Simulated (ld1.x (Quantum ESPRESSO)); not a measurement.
## Pseudopotential generation for Ho (Z = 67): PAW, PBE, scalar-relativistic.

ld1.x (Quantum ESPRESSO) 7.5 input, shortened:

```
&input
   title='Ho', zed=67., rel=1, dft='PBE', iswitch=3,
   config='[Xe] 4f11 5d0 6s2 6p0'
 /
 &inputp
   pseudotype=3, lpaw=.true., tm=.true., lloc=-2, rcloc=1.80,
   nlcc=.true., new_core_ps=.true., rcore=0.40,
   which_augfun='PSQ', rmatch_augfun_nc=.true.
 /
8
5S  1  0   2.00   0.00  2.05  2.20  0.0
6S  2  0   2.00   0.00  2.05  2.20  0.0
5P  2  1   6.00   0.00  2.45  2.60  0.0
6P  3  1   0.00   0.00  2.45  2.60  0.0
5D  3  2   0.00   0.00  1.95  2.30  0.0
5D  3  2   0.00   3.65  1.95  2.30  0.0
4F  4  3  11.00   0.00  0.55  0.70  0.0
4F  4  3   0.00   1.50  0.55  0.70  0.0
 &test
   configts(1)='4f11 5s2 5p6 5d0 6s2 6p0'
 /
```

**Question.** Does this generation succeed?

**Answer.** No. ld1.x (Quantum ESPRESSO) 7.5 stopped with "new_paw_hamiltonian: negative rho": the spherical valence density built from the smooth waves and the augmentation charge turned negative at some radius.
